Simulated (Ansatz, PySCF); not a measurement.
Gas-phase reaction in SMILES: Cl[Si](Br)Br → Br[Si]Br + Cl atom (the Cl-Si bond at the site shown breaks; other sites are not compared here)
Geometries: B3LYP-D3(BJ)/def2-TZVP minima from Ansatz (a quantum-chemistry and plane-wave program). Unstable Hartree-Fock reference: Br[Si]Br.

Property: bond dissociation energy (0 K, with B3LYP-D3(BJ) harmonic zero-point energies from PySCF), in kJ/mol. Correlated levels leave the core frozen unless marked. Open shells are spin-unrestricted. Spin-orbit coupling is left out. The frozen core is the preceding noble-gas configuration, with the filled d and f shells of earlier blocks. Non-relativistic. Basis-set limits of correlation are two-point, X^-3; Hartree-Fock from the larger set.

| level | program | bond dissociation energy (kJ/mol) | minus last row |
|---|---|---|---|
| HF/def2-TZVPP | Ansatz | 231.3 | -52.9 |
| B3LYP/def2-TZVPD | Ansatz | 258.7 | -25.5 |
| BHLYP-D4/def2-TZVPD | Ansatz + dftd4 | 273.5 | -10.7 |
| HSE06-D3(BJ)/def2-TZVPD | Ansatz + dftd3 | 297.8 | 13.6 |
| MP2/STO-3G | Ansatz | 240.1 | -44.1 |
| MP2/def2-SVP | Ansatz | 266.4 | -17.8 |
| SCS-MP2/6-31G | Ansatz | 130.2 | -154.0 |
| CCSD/STO-3G | Ansatz | 235.8 | -48.4 |
| CCSD/def2-SVP | Ansatz | 235.9 | -48.3 |
| CCSD(T)/CBS(def2-TZVPP,def2-QZVPP) | Ansatz | 284.2 | 0.0 |
